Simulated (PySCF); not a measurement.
Ge(F)2(Cl)(Me) (CH₃ClF₂Ge), SMILES [Cl][Ge]([CH3])([F])[F]. Heavy atoms are numbered as in [CH3:1][Ge:2]([F:3])([F:4])[Cl:5]. Hydrogens are named by the atom that carries them.

Geometry: PBE0-D3(BJ)/def2-SVP. The structure was generated by enumeration, and PubChem lists no compound with its InChIKey, so it may never have been made.

Computed with HF/pcSseg-1 (PySCF).

GIAO shieldings, no solvent; atoms alike by connectivity are averaged. δ = σ(ref) − σ: ¹³C against TMS (σ = 192.6 ppm); ⁷³Ge against GeH4 (σ = 1776.1 ppm); ¹⁹F against CFCl3 (σ = 238.5 ppm); ³⁵Cl against HCl (σ = 958.2 ppm); ¹H against TMS (σ = 31.99 ppm), references at their B3LYP-D3(BJ)/def2-TZVP geometries, non-relativistic (without spin–orbit terms, shifts of atoms bonded to Cl or Br come out too high).

```csv
atoms,nucleus,count,δ (ppm)
C1 (CH3),¹³C,1,[?]
Ge2,⁷³Ge,1,305.7
F3,¹⁹F,2,[?]
Cl5,³⁵Cl,1,-2.4
H on C1,¹H,3,1.32
```

**Question.** Some entries are withheld; supply them. (Estimate from the structure and the level; the computed values follow.)

**Answer.** 
- C1 (CH3), δ (ppm): 0.8
- F3, δ (ppm): -130.0
